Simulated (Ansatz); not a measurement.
`C[CH](C)[Sn][F]` + HCl → `[F][Sn][Cl]` + propane at 600 K and 1 bar (ligand exchange at the Sn–C bond).

Gas-phase electronic energies from Ansatz, PBE0-D4/def2-TZVP geometries. CCSD(T)/CBS is the MP2 limit (def2-TZVPP, def2-QZVPP) plus CCSD(T) − MP2 in def2-TZVPP, frozen cores. This one scheme is used for every species. Elements past krypton have def2 core potentials. For Sn outer-core shells are correlated without core-valence functions, which leaves a few kJ/mol of doubt a bond. Each species was taken in one conformer, which may not be the lowest.

```json
{"species": "`C[CH](C)[Sn][F]`", "CCSD(T)/CBS energy (Eh)": "-432.22802", "H − E (kJ/mol)": "310.8", "S (J/(mol·K))": "468.0"}
{"species": "HCl", "CCSD(T)/CBS energy (Eh)": "-460.38127", "H − E (kJ/mol)": "35.4", "S (J/(mol·K))": "207.2"}
{"species": "`[F][Sn][Cl]`", "CCSD(T)/CBS energy (Eh)": "-773.69640", "H − E (kJ/mol)": "36.1", "S (J/(mol·K))": "338.0"}
{"species": "`CCC`", "CCSD(T)/CBS energy (Eh)": "-118.98051", "H − E (kJ/mol)": "315.9", "S (J/(mol·K))": "335.6"}
```

H − E and S are ideal-gas, rigid-rotor, harmonic terms from PBE0-D4/def2-TZVP, for one conformer and one mirror image of each species. 1 Eh = 2625.50 kJ/mol, R = 8.31446 J/(mol·K).

Problem. By hand: ΔE, ΔH, ΔS and ΔG.

Solution. ΔE = (-773.69640) + (-118.98051) − (-432.22802) − (-460.38127) = -0.06762 Eh = -177.5 kJ/mol. Δ(H − E) = 36.1 + 315.9 − 310.8 − 35.4 = 5.8, so ΔH = -171.7 kJ/mol. ΔS = 338.0 + 335.6 − 468.0 − 207.2 = -1.6 J/(mol·K). ΔG = -171.7 − 600 × (-1.6)/1000 = -170.7 kJ/mol.

Problem. By hand: the equilibrium constant, and the temperature at which ΔG would vanish if ΔH and ΔS stayed fixed.

Solution. log₁₀ K = −ΔG/(RT ln 10) = 14.9. ΔG = 0 at ΔH/ΔS = 107312 K, far beyond where these terms or the molecules hold.

The number of gas molecules stays the same, so ΔS is small and ΔH decides. A doubt of 5 kJ/mol in ΔE shifts log₁₀ K by 0.4 here. Other conformers and mirror images would add mixing entropy, several J/(mol·K) or more a flexible species. Modes under 60 cm⁻¹, often nearly free rotors, make the harmonic entropy too high. These are equilibria of isolated gas molecules and say nothing of rates. Largest T1 diagnostic: 0.016 (customary marks: 0.02 for closed shells, 0.045 for open ones).
